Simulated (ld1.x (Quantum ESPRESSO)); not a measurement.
# silicon: one change to a TM semilocal potential, before and after

ld1.x (Quantum ESPRESSO) 7.5 input, shortened:

```
&input
   title='Si', zed=14., rel=1, dft='PZ', iswitch=3,
   config='[Ne] 3s2 3p0 3d-2'
 /
 &inputp
   pseudotype=1, tm=.true., lloc=1,
   nlcc=.false.
 /
3
3S  1  0   2.00   0.00  1.35  1.35  0.0
3D  3  2  -2.00   0.25  1.65  1.65  0.0
3P  2  1   0.00   0.00  1.65  1.65  0.0
 &test
   configts(1)='3s2 3p0'
 /
```

Change: all radii scaled by about 0.92 (s 1.24, p 1.52, d 1.52 bohr).

Cutoffs: the cutoffs (Ry, on a coarse ladder) from which the occupation-weighted sum of valence levels, in a spherical-Bessel basis at the reference potential, stays within 10 and 1 mRy of its value at 400 Ry; they do not see the model core or the augmentation charge, which bear on the density cutoff. Errors are all-electron minus pseudo energies relative to the spin-unpolarised reference configuration.

Predict the effect on cutoff, ghosts and configuration errors.

The potential gets harder (35 Ry and 80 Ry → 50 Ry and 140 Ry); of the 9 tests that both files solve, the error grows in 4 and shrinks in 0 by more than 15 % and 0.3 meV (median size 40.3 → 55.6 meV); neither file shows a bound ghost. A smaller radius makes the pseudo-wave follow the all-electron one further in, where it bends more sharply, so more plane waves are needed. That the errors move this way runs against the usual rule that smaller radii transfer better. A semilocal file is local in each channel, so a ghost entry of none says nothing of the separable form that plane-wave codes build from it.

```csv
quantity,base,changed
"cutoff, loose",35 Ry,50 Ry
"cutoff, tight",80 Ry,140 Ry
bound ghosts,none,none
"error for 3s2 3p2, meV [ΔE -23.94 eV]",+48,+56
"error for 3s2 3p1, meV [ΔE -16.11 eV]",+22,+25
"error for 3s1 3p0, meV [ΔE 34.14 eV]",+96,+96
"error for 3s0 3p4, meV [ΔE -10.16 eV]",+29,+57
"error for 3s2 3p2.3, meV [ΔE -24.90 eV]",+52,+61
"error for 3s2 3p1.5, meV [ΔE -20.98 eV]",+37,+42
"error for 3s1 3p2, meV [ΔE -8.70 eV]",+13,+22
"error for 3s2 3p2 (spin-polarised), meV [ΔE -24.55 eV]",+92,+100
"error for 3s2 3p1 (spin-polarised), meV [ΔE -16.32 eV]",+40,+43
```
